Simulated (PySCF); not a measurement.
Run record: geometry optimisation, `C[Te]C=C`.

Method: PBE0-D3(BJ)/def2-SVP geometry optimisation, gas phase, def2 core potentials past Kr (PySCF 2.14.0). Start geometry: GFN2-xTB. The input is one job of a driver script: a line of settings, then coordinates in Å.

Input:
```
{"job": {"xc": "PBE0", "basis": "def2-SVP", "d3": "d3bj", "grid": 1, "maxiter": 30, "shake": 0.01, "kind": "geom"}, "charge": 0, "multiplicity": 1}
C      1.552170     0.482810     0.130660
C      1.288770    -0.759320    -0.173230
Te    -0.611690    -1.678670    -0.394460
C     -1.716660     0.102300     0.005590
H      2.534730     0.880790     0.201570
H      0.738890     1.225080     0.295940
H      2.116940    -1.446850    -0.334640
H     -1.545850     0.853720    -0.754980
H     -1.509500     0.500370     1.006510
H     -2.797370    -0.181140    -0.004020
```

Output:
```
step   0  E = -385.68404413  max force = 0.038309
step   1  E = -385.68596291  max force = 0.013095
step   2  E = -385.68693755  max force = 0.005026
step   3  E = -385.68704695  max force = 0.002995
step   4  E = -385.68718612  max force = 0.000583
step   5  E = -385.68719155  max force = 0.000555
step   6  E = -385.68721146  max force = 0.000208
step   7  E = -385.68721679  max force = 0.000149
optimisation converged
```

Energies in Eh; «max force» is the largest Cartesian gradient component in Eh/bohr.

**Question.** How much energy does the optimisation release, in kcal/mol?

**Answer.** E(step 0) − E(last step) = 0.003173 Eh, which is 2.0 kcal/mol.

**Question.** Give the first gradient maximum in eV/Å.

**Answer.** With 1 Eh/bohr = 51.422 eV/Å, 1.970 eV/Å.

In short: final energy -385.68722 Eh after 7 steps; dipole 0.87 D.

**Question.** Where do the atoms end?

**Answer.** 0.049 Å rms from the input after alignment:
```
atom  x, y, z in Å
C1     1.5054    0.5781   -0.1524
C2     1.2488   -0.6982   -0.4454
Te3   -0.5976   -1.6920   -0.3137
C4    -1.7057    0.0181    0.3562
H5     2.5185    0.9763   -0.2676
H6     0.7422    1.2741    0.2065
H7     2.0492   -1.3572   -0.8005
H8    -1.6200    0.8245   -0.3837
H9    -1.3345    0.3461    1.3356
H10   -2.7556   -0.2912    0.4425
```

The run took 28 s on AMD EPYC 7B13, one thread (shared host), and the process peaked at 0.42 GiB of memory.
Labels such as C1 count atoms from 1, the log's own numbers from 0.
